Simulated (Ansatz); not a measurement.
Compare A (`[CH3][GeH2][CH]=O`) with its isomer B (`[CH2]1O[CH2][GeH2]1`).

Gas-phase electronic energies from Ansatz, PBE0-D4/def2-TZVP geometries. CCSD(T)/CBS adds triple-zeta CCSD(T) − MP2 to the extrapolated MP2 energy (def2 sets, frozen cores). Functionals use def2-TZVPP. B3LYP here is the variant with VWN-RPA as its local correlation; programs differ in this. For Ge outer-core shells are correlated without core-valence functions, which leaves a few kJ/mol of doubt a bond. Scalar relativity is left out up to krypton. Each species was taken in one conformer, which may not be the lowest.

(1) Which isomer does CCSD(T)/CBS put lower? Give the gap. (Estimate.)

(2) Give E(B) − E(A) in kcal/mol with CCSD/def2-TZVPP, CCSD(T)/def2-TZVPP, B3LYP-D4, B2PLYP, r2SCAN-D4, ωB97M-V, PBE0-D4. (An estimate is asked.)

Largest T1 diagnostic: 0.013.

Results:

(1) Computed: A, by 21.7 kcal/mol.

(2) The calculation gave: CCSD/def2-TZVPP 23.1, CCSD(T)/def2-TZVPP 23.0, B3LYP-D4 24.3, B2PLYP 24.3, r2SCAN-D4 22.7, ωB97M-V 21.8, PBE0-D4 20.0. None reverses the order clearly.

In def2-TZVPP, CCSD(T) changes the Hartree–Fock value by −4.5 kcal/mol (the triples alone add −0.1 kcal/mol) and MP2 by −5.1 kcal/mol. From PBE to PBE0 (25 % exact exchange), in def2-TZVPP and without D4, E(B) − E(A) moves by −1.6 kcal/mol.
